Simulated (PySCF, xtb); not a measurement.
Se(Br)(OSiH3) (BrH3OSeSi), SMILES [Se](O[SiH3])Br.

xtb with GFN2-xTB at its own geometry gives an orbital gap of 2.70 eV and a dipole moment of 4.62 D.

Geometry: r2SCAN-D4/def2-SVP. This is a generated structure with no PubChem entry under its InChIKey; it may be hypothetical. One conformer was computed; it need not be the lowest.

Task: What does PBE0/def2-TZVP (PySCF) give? (Estimate from the structure and the level; the computed values follow.)

Result: gap 4.22 eV (levels -6.76 and -2.54 eV), dipole 1.24 D.
